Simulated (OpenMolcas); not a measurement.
neutral vanadium: effect of the basis set

```yaml
Program: OpenMolcas 26.06
Method: "MS-CASPT2, IPEA 0.25 Eh, imaginary shift 0.1 Eh (closed shells correlated: 3s 3p 4s)"
Active_space: 3 electrons in 5 orbitals (3d)
State_averaging: 2S+1 = 4 even, 10 roots; 2S+1 = 2 even, 40 roots
Spin-orbit_coupling: RASSI with atomic mean-field integrals over the reference wave functions, term energies averaged over their components
```

A. ANO-R1 [5s3p3d1f], X2C, finite nucleus; CASPT2 step about 8 core-seconds
B. ANO-RCC-VTZP [6s5p3d2f1g], DKH2, point nucleus; CASPT2 step about 11 core-seconds
C. ANO-L-VTZP [6s5p3d2f1g], non-relativistic, point nucleus; CASPT2 step about 9 core-seconds
D. ANO-R2 [6s4p4d2f1g], X2C, finite nucleus; CASPT2 step of the order of 13 core-seconds
E. ANO-RCC-VQZP [7s6p4d3f2g1h], DKH2, point nucleus; CASPT2 step of the order of 30 core-seconds
F. ANO-R3 [7s5p5d3f2g1h], X2C, finite nucleus; CASPT2 step of the order of 30 core-seconds

Energies in cm⁻¹ above 3d³ 4s² ⁴F_3/2, the measured ground level; measured values from NIST Handbook of Basic Atomic Spectroscopic Data.

```tsv
Level	A	B	C	D	E	F	Measured
3d³ 4s² ⁴F_3/2	0.0	0.0	0.0	0.0	0.0	0.0	0.0
3d³ 4s² ⁴F_5/2	147	148	152	146	148	148	137
3d³ 4s² ⁴F_7/2	349	349	359	345	351	351	323
3d³ 4s² ⁴F_9/2	602	602	619	593	604	604	553
3d³ 4s² ²G_7/2	11170	10310	10710	9980	9750	10050	
3d³ 4s² ⁴P_1/2	11380	11140	11490	10790	10870	11180	9545
3d³ 4s² ²G_9/2	11390	10520	10930	10200	9970	10260	
3d³ 4s² ⁴P_3/2	11440	11200	11550	10850	10930	11240	9637
3d³ 4s² ⁴P_5/2	11610	11380	11730	11020	11110	11420	9825
3d³ 4s² ²P_3/2 [66 %]	14700	13830	14340	13510	13370	13670	
3d³ 4s² ²P_1/2	14750	13820	14330	13520	13380	13690	
3d³ 4s² ²D_3/2(1) [66 %]	15410	14640	15160	14270	14120	14410	
3d³ 4s² ²D_5/2(1)	15430	14730	15250	14330	14180	14470	
3d³ 4s² ²H_9/2	16580	15400	15830	15060	14790	15030	
3d³ 4s² ²H_11/2	16740	15570	16000	15230	14960	15200	
3d³ 4s² ²F_7/2	26870	25580	26180	25140	24910	25180	
3d³ 4s² ²F_5/2	26960	25670	26270	25230	25010	25270	
3d³ 4s² ²D_5/2(2)	41450	40110	41000	39500	39220	39460	
3d³ 4s² ²D_3/2(2)	41570	40240	41120	39620	39350	39580
```

Deviations, from unrounded energies. A percentage is the sum of absolute deviations over the sum of measured energies, with the sign that they share, or ± where signs differ.

```json
{"Against measurement": "mean absolute deviation (cm-1)", "Levels": "6", "A": "920", "B": "800", "C": "980", "D": "620", "E": "670", "F": "820"}
{"Against measurement": "fine structure of the ground term (%)", "Levels": "3", "A": "+8.3", "B": "+8.4", "C": "+11.4", "D": "+6.9", "E": "+8.9", "F": "+8.9"}
{"Against measurement": "other terms of the ground configuration (%)", "Levels": "3", "A": "+18.7", "B": "+16.3", "C": "+19.9", "D": "+12.6", "E": "+13.5", "F": "+16.7"}
```

D lies closest to measurement on these levels and C furthest from it. The largest miss of D in the table is 3d³ 4s² ⁴P_1/2, by +1200 cm-1. The ranking rests on the paired levels alone, and a cruder setting can come out closer through cancelling errors.

The two smallest mean deviations differ by little beside CASPT2's spread within terms, so their order carries little weight.

Among A to F the level of the table that moves most is 3d³ 4s² ²D_5/2(2), by 2200 cm-1 (lowest in E, highest in A). Moves below CASPT2's spread within the term are not significant.

CASPT2 breaks the degeneracy within a term, and the mean is taken; among the terms shown or strongly mixed into the levels shown the widest spread is 1500 cm-1 (3d³ 4s² ⁴F, D). With the s shell closed, the reference lacks s² → p², s² → d² and s → d mixing, so excited terms can stand far too high and out of order, with CASPT2 too. Some terms miss by over 15 % even with CASPT2, which points to a basis or an active space too small for the shells correlated (holds for A; B; C; F). Computed and measured levels are paired by configuration, term and J; levels that our copy of the source lacks, or whose pairing is in doubt (as where it misses far off the trend of its configuration), stay unpaired and out of the deviations. Only configurations of the active space appear.

A share in square brackets marks a mixed level and gives the weight of the term that names it, the lowest over the columns. A number in round brackets counts repeated terms of one configuration in the order of the reference energies.
